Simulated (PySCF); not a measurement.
First hyperpolarisability: SMILES N#C/C(C=O)=C/C=C\[O-], [C₆H₄NO₂]-, charge -1

Geometry:
```json
{"atom": "N1", "x (Å)": "2.300", "y (Å)": "2.163", "z (Å)": "-1.675"}
{"atom": "C2", "x (Å)": "1.659", "y (Å)": "1.389", "z (Å)": "-1.084"}
{"atom": "C3", "x (Å)": "0.861", "y (Å)": "0.454", "z (Å)": "-0.369"}
{"atom": "C4", "x (Å)": "1.540", "y (Å)": "-0.591", "z (Å)": "0.354"}
{"atom": "O5", "x (Å)": "2.745", "y (Å)": "-0.778", "z (Å)": "0.432"}
{"atom": "C6", "x (Å)": "-0.546", "y (Å)": "0.591", "z (Å)": "-0.401"}
{"atom": "C7", "x (Å)": "-1.539", "y (Å)": "-0.164", "z (Å)": "0.192"}
{"atom": "C8", "x (Å)": "-2.923", "y (Å)": "0.174", "z (Å)": "0.014"}
{"atom": "O9", "x (Å)": "-3.392", "y (Å)": "1.102", "z (Å)": "-0.634"}
{"atom": "H10", "x (Å)": "0.837", "y (Å)": "-1.284", "z (Å)": "0.888"}
{"atom": "H11", "x (Å)": "-0.933", "y (Å)": "1.432", "z (Å)": "-0.991"}
{"atom": "H12", "x (Å)": "-1.315", "y (Å)": "-1.037", "z (Å)": "0.812"}
{"atom": "H13", "x (Å)": "-3.625", "y (Å)": "-0.526", "z (Å)": "0.553"}
```

Total charge -1.

Method used: PySCF 2.14.0, quadratic response CAM-B3LYP/aug-cc-pVDZ first hyperpolarisability, Taylor convention, gas phase. Geometry: PBE0-D3(BJ)/def2-SVP.

For a gas-phase anion, states above the detachment energy (about 3.2 eV, taken as minus the energy of the highest occupied orbital) lie in the continuum and depend on the basis.

Question: Give β for the processes computed.

Answer: In 10⁻³⁰ esu, Taylor convention; the vector part is βᵢ = ⅓ Σⱼ (βᵢⱼⱼ + βⱼᵢⱼ + βⱼⱼᵢ):
| process | λ (nm) | β vector norm | β HRS | depolarisation ratio |
| --- | --- | --- | --- | --- |
| static β(0;0,0) | ∞ | 11.19 | 5.07 | 3.88 |
| second harmonic β(−2ω;ω,ω) | 1907 | 13.05 | 5.86 | 3.98 |
| Pockels β(−ω;ω,0) | 1907 | 11.76 | – | – |
| second harmonic β(−2ω;ω,ω) | 1064 | 19.76 | 8.70 | 4.20 |
| Pockels β(−ω;ω,0) | 1064 | 13.20 | – | – |

Question: Which lowest excitations and polarisabilities go with it?

Answer: S1 3.70 eV (f = 0.525); S2 4.03 eV (f = 0.005); S3 4.11 eV (f = 0.000); isotropic α 115.0 au static, 116.2 au at 1907 nm, 119.2 au at 1064 nm, 120.4 au at 953.5 nm, 138.5 au at 532 nm.
